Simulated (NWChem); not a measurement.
H₂B (+1) in NWChem

```xyz
3

B      0.0000     0.0000     0.0000
H      0.0000     0.0000    -1.1927
H      0.0000     0.0000     1.1927
```
Charge +1, spin multiplicity 1.

All runs are NWChem calculations. The geometry was optimised at B3LYP/def2-SVP, a minimum by its harmonic frequencies.

The field's frequency is 0.0773 Ha (589 nm).

The spin multiplicity of the parent species was assumed, not shown to be that of its ground state. The structure started from a generated list of species.

Give the polarisability tensor in bohr³ at PBE/aug-cc-pVDZ, in the frame of the coordinates, and its isotropic mean.


```
 9.53   0.00   0.00
 0.00   9.53   0.00
 0.00   0.00  11.52
```
Mean (one third of the trace): 10.19 bohr³.
